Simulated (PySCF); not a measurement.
Homolysis of single bonds, series B Br-SH. All species are isolated molecules in the gas phase. One relaxed conformer stands for each flexible species; it need not be the lowest. Strings in code marks are SMILES.

The four lowest singlet excitations (Tamm–Dancoff). These are PBE0-D3(BJ)/def2-TZVP (PySCF) values and carry that method's errors. Excitations are Tamm–Dancoff values on a coarser integration grid. The basis has no diffuse functions, so Rydberg states are missing or too high.

| state | energy (eV) | wavelength (nm) | oscillator strength |
|---|---|---|---|
| S1 | 4.70 | 264 | 0.000 |
| S2 | 5.47 | 226 | 0.000 |
| S3 | 5.47 | 226 | 0.000 |
| S4 | 6.03 | 206 | 0.159 |

Identify which member gives these states.
A) `SB(S)Br` (H–S–B–Br torsion 0°, Br–B–S–H torsion -180°)
B) `BrB(Br)Br`
C) `SB(Br)Br` (H–S–B–Br torsion 180°)
D) `SB(S)S`

B, `BrB(Br)Br`
